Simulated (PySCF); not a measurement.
B(F)(OH)(SH) (BFH2OS), SMILES OB(F)S. Coordinates come from a B3LYP-D3(BJ)/def2-SVP optimisation. The values are those of a single conformer.

Computed equilibrium geometry at B3LYP-D3(BJ)/def2-SVP (PySCF confirms it by a frequency run) as Cartesian coordinates in Å, and its point group (one conformer of several):
point group Cs.
```xyz
6

B     -0.0144     0.4518     0.0000
F     -1.1830     1.1013     0.0000
O      1.1507     1.1366     0.0000
H      1.0222     2.0955     0.0000
S     -0.0502    -1.3661     0.0000
H      1.2947    -1.5011     0.0000
```
